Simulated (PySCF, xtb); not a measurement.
BH5N, SMILES B[NH3+], charge +1.

Geometry: PBE0-D3(BJ)/def2-TZVP. The isomer is the one that the SMILES or the coordinates give; other isomers of the formula were not compared.

Calculation: IEF-PCM-PBE0/def2-SVP in PySCF.

The values are the electrostatic part of the solvation free energy, E(continuum) − E(gas) at the gas-phase geometry, in a cavity of scaled van der Waals radii (PySCF's table); cavitation and dispersion terms are not included. In vacuum the orbital gap is 8.36 eV.

| solvent | ε | ΔG(elec) (kcal/mol) | gap (eV) |
|---|---|---|---|
| water | 78.36 | -73.4 | 8.48 |
| benzene | 2.27 | … | … |
| acetonitrile | 35.69 | -72.2 | 8.47 |

Problem. Fill in the missing entries. (The exact figures need the calculation; the answer reports its results.)

Solution. 
- benzene, ΔG(elec) (kcal/mol): -40.9
- benzene, gap (eV): 8.41

For comparison, GFN2-xTB/ALPB(water) (xtb, at the GFN2-xTB geometry, all terms of that model) gives -72.1 kcal/mol.
